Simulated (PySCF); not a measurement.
# Stretching BeS

Set-up: PySCF, spin-free X2C with a Gaussian nucleus, basis sets Be ANO-RCC-VDZP, S ANO-RCC-VDZP. Energies in eV from Be + S in their ground configurations at the same level. All curves are PBE0. state 1: ¹Σ⁺ (singlet), closed shell; state 2: ³Π (triplet), unpaired electrons σ ↑, π ↑, a second solution, started from another occupation; state 3: Ms = 0 determinant of mixed spin (⟨S²⟩ near 1.0), unpaired electrons σ ↑, π ↓, a second solution, started from another occupation.

| R (Å) | state 1 | state 2 | state 3 |
| --- | --- | --- | --- |
| 1.516 | -2.168 | -0.324 | -0.263 |
| 1.587 | -2.794 | -1.255 | -1.200 |
| 1.657 | -3.146 | -1.896 | -1.846 |
| 1.710 | -3.272 | -2.230 | -2.183 |
| 1.763 | -3.307 | -2.464 | -2.419 |
| 1.816 | -3.269 | -2.617 | -2.574 |
| 1.886 | -3.135 | -2.722 | -2.680 |
| 1.975 | -2.872 | -2.734 | -2.692 |
| 2.080 | -2.475 | -2.628 | -2.583 |
| 2.221 | -1.890 | -2.366 | -2.313 |

Put a parabola through the three lowest points of the state 1 curve and estimate Re, k and ωe (reduced mass 7.03 u; 1 eV/Å² = 0.16022 mdyn/Å; ωe = 1302.8·√(k/μ) cm⁻¹).

Through R = 1.71, 1.763, 1.816 Å the second-order coefficient is 13.0 eV/Å², so Re ≈ 1.762 Å, k ≈ 4.16 mdyn/Å and ωe ≈ 1003 cm⁻¹. A polynomial fit of higher order to the unrounded PBE0 energies gives Re = 1.760 Å, k = 4.16 mdyn/Å, ωe = 1003 cm⁻¹; anharmonicity and rounding make the difference.

The higher-order fit for each curve: state 1: Re = 1.760 Å, ωe = 1003 cm⁻¹, De = 3.31 eV; state 2: Re = 1.939 Å, ωe = 733 cm⁻¹, minimum 2.74 eV below the ground-state fragments; state 3: Re = 1.938 Å, ωe = 739 cm⁻¹, minimum 2.70 eV below the ground-state fragments.
